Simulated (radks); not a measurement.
Values are calculated unless marked as measured or tabulated.
Task: Species: Cl5+. Configuration: [Ne] 3s2. Code: a radial shooting solver on a logarithmic mesh with Libxc functionals. Model: scalar-relativistic Kohn-Sham, LB94 model potential, spin-polarised, spherical densities, finite nucleus; Fermi nuclear charge, rms radius 3.3654 fm. Some entries of the table are withheld. Estimate them.

| orbital | occ. | eigenvalue (hartree) | r(max) (bohr) |
|---|---|---|---|
| 1s | 2 | -106.2652 | 0.05948 |
| 2s | 2 | -12.99308 | (1) |
| 2p | 6 | (2) | (3) |
| 3s | 2 | (4) | 1.163 |

Result: 
(1) 2s r(max) (bohr): 0.3617
(2) 2p eigenvalue (hartree): -10.78186
(3) 2p r(max) (bohr): 0.2994
(4) 3s eigenvalue (hartree): -3.59569
